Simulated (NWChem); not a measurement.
Molecule: BeF2; SMILES [F][Be][F]

Program: NWChem. Each level has its own optimisation; frequencies are unscaled.

For level PBE/def2-SVPD:

| Item | Value |
|---|---|
| lowest (cm⁻¹) | 363 |

What are these values for level PBE/def2-TZVP?


| Item | Value |
|---|---|
| lowest (cm⁻¹) | 330 |
